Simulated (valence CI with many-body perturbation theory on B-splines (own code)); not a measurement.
**Energy levels of K4+**

Calculated by configuration interaction combined with many-body perturbation theory (CI+MBPT): five valence electrons over a frozen Dirac-Fock core [Ne], radial functions for each j: 11 s, 11 p, 10 d, 8 f, 5 g, 2 h, with the one-electron correlation potential Σ1, the two-electron term Σ2, the three-electron term Σ3, Breit, model QED; selected CI, second order for the rest, scaled by the run's own slope (own B-spline code, finite nucleus).

Against 33 measured levels this calculation errs by 288 cm⁻¹ on average and by 1156 at most. These come from a selection out of Sansonetti, J. Phys. Chem. Ref. Data 37, 7 (2008). Levels without a partner in it may be off by more. Among the levels kept, up to 3400 cm⁻¹ of a level comes from second order outside the variational space, and about a tenth of that is noise between levels of different J, which matters for small intervals. 5 measured levels below the end of the list, from 206720 cm⁻¹ on, found no clear computed partner, and computed levels of the same name lie up to 6871 cm⁻¹ from them.

Levels 91 to 135 of 175, with energies above the lowest level, 3s²3p³ ⁴S°_3/2. "Leading %" is the weight of the configuration and term that name the level; weights of strongly mixed levels are sums over their largest components and can fall short. Lifetimes count E1, E2, E3, M1 and M2 decay at the calculated energies, and are blank where another channel may lead or the interval is too uncertain; long ones can be off by a factor of two.

```tsv
No.	Configuration	Term	J	E (eV)	Leading %	Lifetime	g
91	3s3p³3d	⁴F°	3/2	47.873	90	409 ps	0.439
92	3s²3p²4p	²D°	3/2	47.880	54	237 ps	1.114
93	3s²3p²4p	⁴D°	7/2	47.909	49	481 ps	1.420
94	3s²3p²4p	⁴S°	3/2	48.092	76	335 ps	1.979
95	3s²3p²4p	²D°	5/2	48.114	66	209 ps	1.298
96	3s3p³3d	⁴S°	3/2	48.536	66	35.0 ps	1.998
97	3s3p³3d	²F°	7/2	48.537	58	859 ps	1.144
98	3s3p³3d	²F°	5/2	48.552	58	741 ps	0.863
99	3s²3p²4p	²P°	1/2	48.700	90	279 ps	0.671
100	3s²3p²4p	²P°	3/2	48.718	91	275 ps	1.331
101	3s3p³3d	⁴P°	5/2	49.100	86	33.5 ps	1.600
102	3s3p³3d	⁴P°	3/2	49.157	89	30.5 ps	1.733
103	3s3p³3d	⁴P°	1/2	49.205	91	29.3 ps	2.667
104	3s²3p²4p	²F°	5/2	49.819	81	226 ps	0.878
105	3s²3p²4p	²F°	7/2	49.890	86	223 ps	1.144
106	3s3p³3d	²D°	5/2	49.931	69	135 ps	1.185
107	3s3p³3d	²D°	3/2	49.993	70	139 ps	0.802
108	3s3p³3d	⁴D°	7/2	50.219	77	25.9 ps	1.426
109	3s²3p²4p	²D°	5/2	50.260	87	253 ps	1.201
110	3s²3p²4p	²D°	3/2	50.271	81	219 ps	0.821
111	3s3p³3d	⁴D°	5/2	50.298	75	26.3 ps	1.368
112	3s3p³3d	⁴D°	3/2	50.345	75	26.4 ps	1.197
113	3s3p³3d	⁴D°	1/2	50.368	74	26.5 ps	0.013
114	3s²3p²4p	²P°	1/2	50.684	49	52.0 ps	0.653
115	3s²3p²4p	²P°	3/2	50.761	45	51.1 ps	1.320
116	3s3p³3d	²G°	7/2	50.868	62	221 ps	0.912
117	3s3p³3d	²G°	9/2	50.923	68	222 ps	1.112
118	3s3p³3d	²F°	5/2	51.143	77	341 ps	0.858
119	3s3p³3d	²F°	7/2	51.192	66	309 ps	1.122
120	3s3p³3d	²P°	1/2	51.575	37	65.5 ps	0.665
121	3s²3p²4p	²P°	3/2	51.633	44	67.4 ps	1.333
122	3s²3p²4p	²P°	1/2	53.055	88	284 ps	0.666
123	3s²3p²4p	²P°	3/2	53.082	88	282 ps	1.333
124	3s3p³3d	²D°	3/2	53.475	63	37.7 ps	0.811
125	3s3p³3d	²D°	5/2	53.545	57	36.8 ps	1.214
126	3s3p³3d	⁴D°	7/2	53.643	87	43.4 ps	1.425
127	3s3p³3d	⁴D°	5/2	53.682	76	41.1 ps	1.351
128	3s3p³3d	⁴D°	3/2	53.691	85	41.2 ps	1.189
129	3s3p³3d	⁴D°	1/2	53.695	87	41.2 ps	0.009
130	3s3p³4s	⁶S°	5/2	53.865	97	139 ns	2.002
131	3s3p³3d	²F°	5/2	53.958	48	35.7 ps	0.844
132	3s3p³3d	²F°	7/2	54.052	55	33.3 ps	1.141
133	3s²3p3d²	⁴G°	5/2	54.251	80	161 ps	0.590
134	3s²3p3d²	⁴G°	7/2	54.308	84	188 ps	0.989
135	3s²3p3d²	⁴G°	9/2	54.385	86	229 ps	1.172
```

Names give the largest LS component (configuration and term), which can be under half, so a name can repeat, a term be missing and a line seem to break the LS rules; names also repeat where a configuration has a term twice.

Where two levels of one J and parity lie close, their mixing, g and order are uncertain.
